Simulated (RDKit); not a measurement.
RDKit input (UFF):

```python
from rdkit import Chem
from rdkit.Chem import AllChem, rdDetermineBonds

mol = Chem.MolFromXYZFile('mol.xyz')
rdDetermineBonds.DetermineBonds(mol, charge=0)
print('SMILES', Chem.MolToSmiles(Chem.RemoveHs(mol)))
ff = AllChem.UFFGetMoleculeForceField(mol)
e0 = ff.CalcEnergy()
flag = ff.Minimize(maxIts=5000, forceTol=1e-5)
print(f'energy {e0:.4f} -> {ff.CalcEnergy():.4f} kcal/mol, converged: {flag == 0}')
print(Chem.MolToXYZBlock(mol))
```
mol.xyz:
```
18

C     -3.99220300     0.49652700    -0.11591100
C     -2.64163000     0.87135900     0.48752800
C     -1.48055900     0.09533800    -0.13529600
C     -0.13740600     0.47263800     0.46953400
Se     1.32054200    -0.55715000    -0.37007100
C      2.78649100     0.22334500     0.67330400
H     -4.80457800     1.06224900     0.34352100
H     -4.01152400     0.69703900    -1.18969000
H     -4.20388200    -0.56593200     0.02533900
H     -2.65826300     0.68995700     1.56686900
H     -2.46719900     1.94442700     0.36001900
H     -1.65158800    -0.97773900    -0.00588500
H     -1.46031800     0.27808600    -1.21403900
H     -0.11742000     0.26268400     1.53946400
H      0.07582000     1.53144100     0.31886800
H      2.64575400     0.01595000     1.73200500
H      3.70588800    -0.24642600     0.33055300
H      2.84073200     1.29611800     0.50043300
```

Output:

```
SMILES CCCC[Se]C
energy 4.5143 -> 1.4671 kcal/mol, converged: True
18

C     -3.947725    0.507553   -0.097385
C     -2.591610    0.874085    0.498293
C     -1.463520    0.070655   -0.158252
C     -0.107180    0.439296    0.439655
Se     1.302753   -0.601412   -0.418913
C      2.686375    0.233197    0.667669
H     -4.743911    1.103701    0.396241
H     -3.962992    0.727202   -1.186246
H     -4.160697   -0.570936    0.062619
H     -2.611557    0.668774    1.590934
H     -2.414686    1.961434    0.347340
H     -1.644748   -1.015986   -0.005995
H     -1.447689    0.277908   -1.250776
H     -0.102745    0.222978    1.529578
H      0.094857    1.520440    0.281368
H      2.496045    0.029456    1.741698
H      3.673761   -0.187195    0.386997
H      2.693925    1.328761    0.491722
```

The geometry given is a B3LYP-D3(BJ)/def2-TZVP minimum.
